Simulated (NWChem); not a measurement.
System: SiH₃O₃I; SMILES [Si](O)(O)(O)I

Here is an NWChem input.

```
start job
memory heap 200 mb stack 900 mb global 1100 mb
geometry units angstroms noautosym nocenter noautoz
  O      0.044700     1.545565    -1.851396
  Si     0.000000     0.000000    -1.311560
  O      1.316148    -0.811494    -1.851396
  O     -1.360849    -0.734071    -1.851396
  I      0.000000     0.000000     1.154676
  H      0.763358     2.105261    -1.542154
  H      1.441531    -1.713718    -1.542154
  H     -2.204889    -0.391543    -1.542154
end
basis spherical
  * library def2-svpd
end
ecp
  I library def2-ecp
end
dft
  xc b3lyp
  iterations 150
end
tddft
  cis
  nroots 6
  notriplet
end
task tddft energy
```

NWChem printed, in part:

```
             Northwest Computational Chemistry Package (NWChem) 7.3.0
             --------------------------------------------------------

                             Geometry "geometry" -> ""
                             -------------------------

 Output coordinates in angstroms (scale by  1.889725989 to convert to a.u.)

  No.       Tag          Charge          X              Y              Z
 ---- ---------------- ---------- -------------- -------------- --------------
    1 O                    8.0000     0.04470000     1.54556500    -1.85139600
    2 Si                  14.0000     0.00000000     0.00000000    -1.31156000
    3 O                    8.0000     1.31614800    -0.81149400    -1.85139600
    4 O                    8.0000    -1.36084900    -0.73407100    -1.85139600
    5 I                   53.0000     0.00000000     0.00000000     1.15467600
    6 H                    1.0000     0.76335800     2.10526100    -1.54215400
    7 H                    1.0000     1.44153100    -1.71371800    -1.54215400
    8 H                    1.0000    -2.20488900    -0.39154300    -1.54215400

 Effective nuclear repulsion energy (a.u.)     560.1459329252

                                 NWChem DFT Module
                                 -----------------

 Summary of "ao basis" -> "ao basis" (spherical)
 ------------------------------------------------------------------------------
       Tag                 Description            Shells   Functions and Types
 ---------------- ------------------------------  ------  ---------------------
 O                         def2-svpd                 9       23   4s3p2d
 Si                        def2-svpd                10       24   5s3p2d
 I                         def2-svpd                13       35   5s5p3d
 H                         def2-svpd                 4        8   2s2p

            General Information
            -------------------
          SCF calculation type: DFT
          Wavefunction type:  closed shell.
          No. of atoms     :     8
          No. of electrons :    66
           Alpha electrons :    33
            Beta electrons :    33
          Charge           :     0
          Spin multiplicity:     1
          Use of symmetry is: off; symmetry adaption is: off
          Maximum number of iterations: 150
          AO basis - number of functions:   152
                     number of shells:    62
          Convergence on energy requested:  1.00D-06
          Convergence on density requested:  1.00D-05
          Convergence on gradient requested:  5.00D-04

              XC Information
              --------------
                         B3LYP Method XC Potential
                     Hartree-Fock (Exact) Exchange  0.200
                        Slater Exchange Functional  0.800 local
                    Becke 1988 Exchange Functional  0.720 non-local
              Lee-Yang-Parr Correlation Functional  0.810
                  VWN I RPA Correlation Functional  0.190 local

             Grid Information
             ----------------
          Grid used for XC integration:  medium
          Radial quadrature: Mura-Knowles
          Angular quadrature: Lebedev.
          Tag              B.-S. Rad. Rad. Pts. Rad. Cut. Ang. Pts.
          ---              ---------- --------- --------- ---------
          O                   0.60       49          13.0       434
          Si                  1.10       88          12.0       590
          I                   1.40      123          12.0       590
          H                   0.35       45          13.0       434
          Grid pruning is: on
          Number of quadrature shells:   493
          Spatial weights used:  Erf1

      Superposition of Atomic Density Guess
      -------------------------------------

 Sum of atomic energies:        -861.44620915

      Non-variational initial energy
      ------------------------------

 Total energy =    -812.490699
 1-e energy   =   -1941.751917
 2-e energy   =     771.103125
 HOMO         =      -0.358571
 LUMO         =       0.000946

   convergence    iter        energy       DeltaE   RMS-Dens  Diis-err
 ---------------- ----- ----------------- --------- --------- ---------
 d= 0,ls=0.0,diis     1   -814.6059132622 -1.17D+03  2.16D-02  1.13D+00
 d= 0,ls=0.0,diis     2   -814.5130357378  9.29D-02  1.06D-02  2.23D+00
 d= 0,ls=0.0,diis     3   -814.7268553712 -2.14D-01  1.23D-03  3.56D-02
 d= 0,ls=0.0,diis     4   -814.7294645845 -2.61D-03  6.67D-04  5.22D-03
 d= 0,ls=0.0,diis     5   -814.7302240139 -7.59D-04  1.37D-04  3.41D-04
  Resetting Diis
 d= 0,ls=0.0,diis     6   -814.7302814980 -5.75D-05  2.07D-05  1.30D-06
 d= 0,ls=0.0,diis     7   -814.7302816530 -1.55D-07  4.18D-06  8.65D-08

         Total DFT energy =     -814.730281652995
      One electron energy =    -1945.233375134472
           Coulomb energy =      842.617370368400
    Exchange-Corr. energy =      -70.272369973871
 Nuclear repulsion energy =      358.158093086949

 Numeric. integr. density =       65.999986723121

                       DFT Final Molecular Orbital Analysis
                       ------------------------------------

 Vector   31  Occ=2.000000D+00  E=-3.266720D-01
              MO Center=  3.2D-07,  8.3D-08, -1.8D-01, r^2= 4.6D+00
   Bfn.  Coefficient  Atom+Function         Bfn.  Coefficient  Atom+Function
  ----- ------------  ---------------      ----- ------------  ---------------
   107      0.462724  5 I  pz               110      0.315748  5 I  pz
     7      0.234726  1 O  pz                28      0.234739  2 Si s
    54      0.234726  3 O  pz                77      0.234726  4 O  pz
   104     -0.185079  5 I  pz                10      0.158791  1 O  pz
    57      0.158791  3 O  pz                80      0.158791  4 O  pz

 Vector   32  Occ=2.000000D+00  E=-2.772136D-01
              MO Center=  9.1D-03, -2.2D-02,  9.5D-01, r^2= 2.6D+00
   Bfn.  Coefficient  Atom+Function         Bfn.  Coefficient  Atom+Function
  ----- ------------  ---------------      ----- ------------  ---------------
   105      0.576232  5 I  px               108      0.475919  5 I  px
   102     -0.231920  5 I  px                99     -0.188008  5 I  px
   106     -0.166568  5 I  py               109     -0.140727  5 I  py
    54     -0.121662  3 O  pz                35      0.115517  2 Si px
    57     -0.093994  3 O  pz                77      0.085054  4 O  pz

 Vector   33  Occ=2.000000D+00  E=-2.772135D-01
              MO Center= -9.1D-03,  2.2D-02,  9.5D-01, r^2= 2.6D+00
   Bfn.  Coefficient  Atom+Function         Bfn.  Coefficient  Atom+Function
  ----- ------------  ---------------      ----- ------------  ---------------
   106      0.576232  5 I  py               109      0.475921  5 I  py
   103     -0.231920  5 I  py               100     -0.188008  5 I  py
   105      0.166568  5 I  px               108      0.140727  5 I  px
     7     -0.119347  1 O  pz                36      0.115514  2 Si py
    10     -0.092343  1 O  pz                77      0.091376  4 O  pz

 Vector   34  Occ=0.000000D+00  E=-2.996309D-02
              MO Center= -1.2D-06,  1.5D-08, -3.5D-01, r^2= 1.0D+01
   Bfn.  Coefficient  Atom+Function         Bfn.  Coefficient  Atom+Function
  ----- ------------  ---------------      ----- ------------  ---------------
    28      2.997562  2 Si s                 27      1.585742  2 Si s
     4     -1.284926  1 O  s                 51     -1.284937  3 O  s
    74     -1.284917  4 O  s                 97     -0.404977  5 I  s
    12      0.399281  1 O  py                26      0.368449  2 Si s
   113      0.368083  5 I  pz                81     -0.353502  4 O  px

[...]

                                NWChem TDDFT Module
                                -------------------

            General Information
            -------------------
           No. of orbitals :     304
            Alpha orbitals :     152
             Beta orbitals :     152
        Alpha frozen cores :       0
         Beta frozen cores :       0
     Alpha frozen virtuals :       0
      Beta frozen virtuals :       0
         Spin multiplicity :       1
    Number of AO functions :     152
        Use of symmetry is : off
      Symmetry adaption is : off
         Schwarz screening :  0.10D-07

              XC Information
              --------------
                  B3LYP Method XC Potential
              Hartree-Fock (Exact) Exchange   0.20
                 Slater Exchange Functional   0.80 local
             Becke 1988 Exchange Functional   0.72 non-local
       Lee-Yang-Parr Correlation Functional   0.81
           VWN I RPA Correlation Functional   0.19 local

             TDDFT Information
             -----------------
          Calculation type : Tamm-Dancoff TDDFT
         Wavefunction type : Restricted singlets
          No. of electrons :      66
           Alpha electrons :      33
            Beta electrons :      33
              No. of roots :       6
          Max subspacesize :    5200
            Max iterations :     100
               Target root :       1
           Target symmetry : none
      Symmetry restriction : off
                 Algorithm : Optimal
        Davidson threshold :  0.10D-03

    6 smallest eigenvalue differences (eV)
--------------------------------------------------------
  No. Spin  Occ  Vir  Irrep   E(Occ)    E(Vir)   E(Diff)
--------------------------------------------------------
    1    1   33   34 a        -0.277    -0.030     6.728
    2    1   32   34 a        -0.277    -0.030     6.728
    3    1   33   35 a        -0.277    -0.004     7.437
    4    1   32   35 a        -0.277    -0.004     7.437
    5    1   33   36 a        -0.277     0.010     7.829
    6    1   32   36 a        -0.277     0.010     7.829
--------------------------------------------------------

  Entering Davidson iterations
  Restricted singlet excited states

  Iter   NTrls   NConv    DeltaV     DeltaE      Time
  ----  ------  ------  ---------  ---------  ---------
    1      6       0     0.57E-01   0.10+100       21.0
    2     12       0     0.22E-01   0.82E-02       21.5
    3     18       0     0.16E-01   0.15E-02       22.2
    4     24       0     0.68E-02   0.55E-03       20.4
    5     30       1     0.86E-02   0.26E-03       18.3
    6     35       4     0.97E-02   0.27E-03       17.7
    7     37       4     0.37E-02   0.16E-03       13.5
    8     39       4     0.88E-03   0.16E-04       14.0
    9     41       4     0.27E-03   0.10E-05       13.9
   10     43       6     0.65E-04   0.91E-07       13.8
  ----  ------  ------  ---------  ---------  ---------
  Convergence criterion met

  Ground state a        -814.730281652995 a.u.

  ----------------------------------------------------------------------------
  Root   1 singlet a              0.213383516 a.u.                5.8065 eV
  ----------------------------------------------------------------------------
     Transition Moments    X  0.50062   Y  0.05359   Z -0.00001
     Dipole Oscillator Strength                    0.0360607588
     Electric Quadrupole                           0.0000000378
     Magnetic Dipole                               0.0000000949
     Total Oscillator Strength                     0.0360608914

     Occ.   32  a   ---  Virt.   34  a       -0.89677
     Occ.   32  a   ---  Virt.   35  a        0.17074
     Occ.   33  a   ---  Virt.   34  a       -0.39371
     Occ.   33  a   ---  Virt.   35  a        0.07201
  ----------------------------------------------------------------------------
  Root   2 singlet a              0.213383621 a.u.                5.8065 eV
  ----------------------------------------------------------------------------
     Transition Moments    X  0.05364   Y -0.50073   Z -0.00001
     Dipole Oscillator Strength                    0.0360768939
     Electric Quadrupole                           0.0000000378
     Magnetic Dipole                               0.0000000949
     Total Oscillator Strength                     0.0360770265

     Occ.   32  a   ---  Virt.   34  a       -0.39371
     Occ.   32  a   ---  Virt.   35  a        0.07201
     Occ.   33  a   ---  Virt.   34  a        0.89677
     Occ.   33  a   ---  Virt.   35  a       -0.17074
  ----------------------------------------------------------------------------
  Root   3 singlet a              0.239021358 a.u.                6.5041 eV
  ----------------------------------------------------------------------------
     Transition Moments    X -0.26889   Y  0.22979   Z -0.00002
     Dipole Oscillator Strength                    0.0199351448
     Electric Quadrupole                           0.0000000035
     Magnetic Dipole                               0.0000010713
     Total Oscillator Strength                     0.0199362196

     Occ.   32  a   ---  Virt.   34  a        0.17465
     Occ.   32  a   ---  Virt.   35  a        0.88725
     Occ.   32  a   ---  Virt.   38  a       -0.08291
     Occ.   33  a   ---  Virt.   34  a       -0.07423
     Occ.   33  a   ---  Virt.   35  a       -0.39221
  ----------------------------------------------------------------------------
  Root   4 singlet a              0.239021410 a.u.                6.5041 eV
  ----------------------------------------------------------------------------
     Transition Moments    X -0.22982   Y -0.26888   Z -0.00000
     Dipole Oscillator Strength                    0.0199368247
     Electric Quadrupole                           0.0000000035
     Magnetic Dipole                               0.0000010712
     Total Oscillator Strength                     0.0199378995

     Occ.   32  a   ---  Virt.   34  a        0.07423
     Occ.   32  a   ---  Virt.   35  a        0.39221
     Occ.   33  a   ---  Virt.   34  a        0.17465
     Occ.   33  a   ---  Virt.   35  a        0.88725
     Occ.   33  a   ---  Virt.   38  a       -0.08291
  ----------------------------------------------------------------------------
  Root   5 singlet a              0.257304360 a.u.                7.0016 eV
  ----------------------------------------------------------------------------
     Transition Moments    X -0.00007   Y  0.00006   Z -0.09157
     Dipole Oscillator Strength                    0.0014383349
     Electric Quadrupole                           0.0000000024
     Magnetic Dipole                               0.0000000038
     Total Oscillator Strength                     0.0014383411

     Occ.   32  a   ---  Virt.   37  a        0.69711
     Occ.   32  a   ---  Virt.   39  a       -0.05332
     Occ.   32  a   ---  Virt.   40  a        0.05766
     Occ.   33  a   ---  Virt.   36  a        0.69752
     Occ.   33  a   ---  Virt.   39  a        0.05734
     Occ.   33  a   ---  Virt.   40  a        0.05362
  ----------------------------------------------------------------------------
  Root   6 singlet a              0.257948730 a.u.                7.0191 eV
  ----------------------------------------------------------------------------
     Transition Moments    X  0.03588   Y -0.17468   Z -0.00006
     Dipole Oscillator Strength                    0.0054688525
     Electric Quadrupole                           0.0000001084
     Magnetic Dipole                               0.0000000832
     Total Oscillator Strength                     0.0054690440

     Occ.   32  a   ---  Virt.   36  a        0.32606
     Occ.   32  a   ---  Virt.   37  a        0.61958
     Occ.   32  a   ---  Virt.   40  a        0.05240
     Occ.   33  a   ---  Virt.   36  a       -0.61927
     Occ.   33  a   ---  Virt.   37  a        0.32602
     Occ.   33  a   ---  Virt.   39  a       -0.05222

              Target root =      1
          Target symmetry = none
      Ground state energy =   -814.730281652995
        Excitation energy =      0.213383516221
     Excited state energy =   -814.516898136773

  stored tddft:energy   -814.51689813677342
```

Level: B3LYP/def2-SVPD with def2 effective core potentials on I, TDA. Coordinates come from a PBE0/def2-SVP optimisation. No frequency run checked for a minimum. def2 effective core potentials on I; no spin-orbit coupling.
